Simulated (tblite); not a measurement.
C₇H₆Cl (doublet state).
Bonds: C1–C2, C2–C3 (aromatic), C3–C4 (aromatic), C4–C5 (aromatic), C5–C6 (aromatic), C6–C7 (aromatic), C7–Cl8, C2–C7 (aromatic). Hydrogens: H9, H10 on C1; H11 on C3; H12 on C4; H13 on C5; H14 on C6.
Bond orders are those of one Lewis drawing.

Computed with GFN2-xTB (tblite), gas phase: L-BFGS steps from a force-field or distance-geometry start until the largest atomic force falls under 0.01 eV/Å.

Step 0: E = -612.9301 eV
```
atom  x, y, z in Å  |  force x, y, z in eV/Å
C1     -2.2765   -0.5342   -0.0415    1.765   0.817   0.110
C2     -0.8705   -0.1792   -0.0214   -2.671  -1.204  -0.061
C3      0.0692   -1.1916   -0.3316    0.902  -0.011  -0.216
C4      1.4327   -0.9211   -0.3368   -0.551  -0.646   0.034
C5      1.9013    0.3377    0.0095   -0.146   0.308  -0.027
C6      0.9925    1.3485    0.3234   -0.112  -0.072   0.022
C7     -0.3783    1.0960    0.3165    0.888   0.505   0.073
Cl8    -1.4217    2.4108    0.7398   -0.063  -0.244  -0.081
H9     -3.0379    0.2001    0.2009    0.322  -0.246  -0.090
H10    -2.5999   -1.5357   -0.3005    0.242   0.371   0.088
H11    -0.2825   -2.1899   -0.5987    0.058   0.432   0.135
H12     2.1317   -1.7227   -0.5800   -0.195   0.295   0.059
H13     2.9653    0.5438    0.0177   -0.180  -0.007   0.011
H14     1.3740    2.3370    0.5805   -0.257  -0.297  -0.056
```

Question: Estimate the geometry and energy of step 1. (The exact step hangs on the optimiser's Hessian estimate; all steps are aligned on step 0, rigid shifts and turns removed.)

Answer: E = -613.0409 eV, largest force 0.727 eV/Å
```
atom  x, y, z in Å  |  force x, y, z in eV/Å
C1     -2.2513   -0.5225   -0.0400   -0.195   0.010   0.003
C2     -0.9086   -0.1964   -0.0222    0.267   0.093   0.115
C3      0.0821   -1.1917   -0.3347   -0.351  -0.032  -0.109
C4      1.4248   -0.9304   -0.3364    0.097   0.123   0.162
C5      1.8992    0.3421    0.0091   -0.118  -0.189  -0.134
C6      0.9909    1.3475    0.3237    0.149   0.009   0.016
C7     -0.3657    1.1032    0.3176   -0.272  -0.408  -0.114
Cl8    -1.4226    2.4073    0.7386   -0.007  -0.207  -0.072
H9     -3.0333    0.1966    0.1996    0.424  -0.221  -0.089
H10    -2.5965   -1.5304   -0.2992    0.356   0.616   0.148
H11    -0.2817   -2.1838   -0.5968    0.091   0.251   0.075
H12     2.1289   -1.7185   -0.5792   -0.093   0.122   0.017
H13     2.9627    0.5437    0.0179   -0.153  -0.001   0.008
H14     1.3704    2.3327    0.5797   -0.194  -0.167  -0.025
```

The energy changes by -0.1107 eV. The first-order estimate −F·Δx gives -0.2301 eV and the mean of the old and new forces, exact on a quadratic surface, -0.1064 eV. The step makes an angle of 0° with the force vector and moves no atom by more than 0.042 Å.

The cost below is that of the whole relaxation. Hardware: an Arm Neoverse V1 with one thread, shared host with 32 logical CPUs at a one-minute load of 25. Cost: 0.14 s of wall time.
